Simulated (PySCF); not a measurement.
Job file and geometry (Å, from GFN2-xTB) of an NMR shielding run on `FC[C@H](Cl)[SiH2]CC[SiH3]`, C₄H₁₂ClFSi₂, GIAO PBE0/pcSseg-1 NMR shielding, non-relativistic, gas phase (PySCF); density fitting, a coarse starting grid and PySCF grid level 2 are the driver's defaults:

```
$ OMP_NUM_THREADS=1 python probes_run.py task.json out

{"job": {"kind": "nmr", "xc": "PBE0", "basis": "pcSseg-1"}, "charge": 0, "multiplicity": 1}
F     -3.719216    -0.911615    -0.628468
C     -3.568171    -0.005552     0.392756
C     -2.206004     0.642800     0.344549
Cl    -2.194138     1.967098    -0.864548
Si    -0.831412    -0.594603    -0.181389
C      0.843378     0.261601     0.068909
C      2.007902    -0.635348    -0.350843
Si     3.697663     0.207197    -0.114488
H     -3.674068    -0.573031     1.323675
H     -4.387516     0.714906     0.298144
H     -2.018149     1.122731     1.303977
H     -0.961846    -1.765877     0.696352
H     -1.062571    -0.942957    -1.580498
H      0.971934     0.547749     1.115296
H      0.880365     1.187937    -0.507351
H      1.969563    -1.561918     0.224164
H      1.876411    -0.923940    -1.394725
H      3.748580     1.425378    -0.925039
H      3.859078     0.556705     1.299899
H      4.763070    -0.708582    -0.523409
```

Q: What does the program print?

A: 
```
coarse grid: 17744 points
cycle   1  E = -1297.7951225578  dE =  4.824e-01  |g| = 5.558e-01  |ddm| = 3.856e+00
cycle   2  E = -1297.7510021304  dE =  4.412e-02  |g| = 7.589e-01  |ddm| = 1.047e+00
cycle   3  E = -1297.8582865783  dE = -1.073e-01  |g| = 6.743e-02  |ddm| = 6.218e-01
cycle   4  E = -1297.8590178299  dE = -7.313e-04  |g| = 3.021e-02  |ddm| = 7.178e-02
cycle   5  E = -1297.8592188846  dE = -2.011e-04  |g| = 7.748e-03  |ddm| = 3.070e-02
cycle   6  E = -1297.8592335667  dE = -1.468e-05  |g| = 2.020e-03  |ddm| = 1.006e-02
cycle   7  E = -1297.8592344364  dE = -8.697e-07  |g| = 3.078e-04  |ddm| = 2.561e-03
final grid: 156504 points
cycle   8  E = -1297.9107104874  dE = -3.952e-05  |g| = 8.346e-03  |ddm| = 2.465e-02
cycle   9  E = -1297.9107004391  dE =  1.005e-05  |g| = 1.062e-02  |ddm| = 1.495e-02
cycle  10  E = -1297.9107261360  dE = -2.570e-05  |g| = 1.108e-03  |ddm| = 8.621e-03
cycle  11  E = -1297.9107263178  dE = -1.818e-07  |g| = 2.914e-04  |ddm| = 1.159e-03
cycle  12  E = -1297.9107263328  dE = -1.500e-08  |g| = 7.556e-05  |ddm| = 2.708e-04
cycle  13  E = -1297.9107263340  dE = -1.281e-09  |g| = 2.345e-05  |ddm| = 8.843e-05
cycle  14  E = -1297.9107263342  dE = -1.355e-10  |g| = 4.049e-06  |ddm| = 2.532e-05
converged SCF energy = -1297.9107263342

GIAO shielding tensors (ppm)
atom      isotropic    diamagn.    paramagn.     s11        s22        s33       span
  0 F      416.277     475.249     -58.972    369.633    414.505    464.693     95.060
  1 C       94.822     238.608    -143.786     65.777     87.707    130.983     65.206
  2 C      133.723     252.958    -119.235    111.860    140.693    148.617     36.757
  3 Cl     822.467    1148.309    -325.841    623.701    774.606   1069.096    445.395
  4 Si     383.082     881.075    -497.994    358.348    370.934    419.963     61.615
  5 C      177.973     256.055     -78.082    167.325    173.734    192.859     25.534
  6 C      181.824     250.321     -68.497    170.736    181.198    193.536     22.800
  7 Si     415.269     878.355    -463.086    384.136    392.494    469.176     85.039
  8 H       26.720      27.292      -0.571     22.414     26.617     31.130      8.716
  9 H       26.554      27.125      -0.572     21.934     26.768     30.958      9.024
 10 H       28.463      32.818      -4.355     24.824     27.032     33.534      8.710
 11 H       27.345      31.000      -3.655     23.115     26.779     32.140      9.024
 12 H       27.475      30.157      -2.682     23.635     27.570     31.220      7.586
 13 H       31.011      34.839      -3.828     25.265     31.727     36.042     10.778
 14 H       30.533      34.296      -3.763     24.186     31.770     35.642     11.455
 15 H       31.029      31.228      -0.199     25.347     30.578     37.163     11.816
 16 H       31.019      31.138      -0.120     25.362     30.723     36.971     11.610
 17 H       27.877      28.049      -0.171     24.478     26.477     32.677      8.199
 18 H       27.924      28.131      -0.207     24.584     26.355     32.833      8.250
 19 H       27.657      27.296       0.361     23.989     25.224     33.758      9.770
```

Q: Turn these shieldings into chemical shifts. δ = σ(ref) − σ, references computed at the same level: ¹⁹F (σ = 170.95 ppm) vs CFCl3; ¹³C (σ = 186.93 ppm), ²⁹Si (σ = 349.16 ppm), ¹H (σ = 31.72 ppm) against TMS; ³⁵Cl (σ = 949.78 ppm) against HCl.

A: Averaging equivalent atoms: F 0: -245.3; C 1: 92.1; C 2: 53.2; C 5: 9.0; C 6: 5.1; Cl 3: 127; Si 4: -33.9; Si 7: -66.1; H 9: 5.16; H 8: 5.00; H 11: 4.37; H 12: 4.24; H 17/18/19: 3.90; H 10: 3.25; H 14: 1.18; H 13: 0.71; H 16: 0.70; H 15: 0.69 ppm. Unscaled 19F shifts against computed CFCl3 carry errors that often reach 10 to 50 ppm.

Size and cost of the density-fitted run: 217 basis functions, 56 s wall time on 1 thread of an Arm Neoverse V2, shared host; peak memory 0.94 GiB.
